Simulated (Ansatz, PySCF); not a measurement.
Molecule: sum formula H4Si2OF (charge 0, doublet). It need not be the lowest isomer of its formula. 
Geometry from a B3LYP-D3(BJ)/def2-TZVP (Ansatz, a quantum-chemistry and plane-wave program) optimisation:
```
O
Si 1 1.6216
F 2 1.6003 1 109.58
Si 1 1.6470 2 152.39 3 48.05
H 2 1.4712 3 107.81 1 -118.15
H 2 1.4734 5 113.25 3 118.44
H 4 1.4865 1 107.45 2 169.47
H 4 1.4881 7 110.58 1 -119.17
```
Charge 0, spin multiplicity 2.

Dipole moments at this geometry, in debye (magnitudes).

```csv
level,program,dipole (D)
BHLYP/def2-TZVPD,Ansatz,1.18
r2SCANh/def2-TZVPD,Ansatz,?
M06-2X/def2-TZVPD,PySCF,1.19
wB97M-V/def2-TZVPD,Ansatz,1.09
wB97X-V/def2-TZVPD,Ansatz,1.09
CCSD(T)/aug-cc-pV(D+d)Z,Ansatz,?
```

Task: Fill in the missing entries.

Result: 
- r2SCANh/def2-TZVPD, dipole (D): 1.07
- CCSD(T)/aug-cc-pV(D+d)Z, dipole (D): 1.11
